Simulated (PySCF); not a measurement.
Input for PySCF: R-HF/3-21G on C2H4Si (SMILES C#C[SiH3]), a point of a bond scan (R = 1.436 Å).

```python
from pyscf import gto, scf, dft, mp
from pyscf.data.elements import chemcore

mol = gto.M(
    atom='''
    Si   -0.94557569   -0.07811079   -0.46973009
    C     0.68460242    0.05655268    0.34008738
    C     1.76130898    0.14549575    0.87495887
    H    -1.05376220    0.95013135   -1.52668239
    H    -1.08493276   -1.42239361   -1.06941143
    H    -2.01018489    0.12953739    0.53507032
    H     3.04402784    0.25145679    1.51217030
    ''',
    basis='3-21g',
    charge=0, spin=0, verbose=3, max_memory=1800)
mf = scf.RHF(mol)
mf.conv_tol = 1e-8
mf.max_cycle = 100
mf.kernel()
if not mf.converged:
    mf = mf.newton().run(mf.mo_coeff, mf.mo_occ)
```

**Question.** What total energy does the run end on?

**Answer.** -364.9023 hartree.
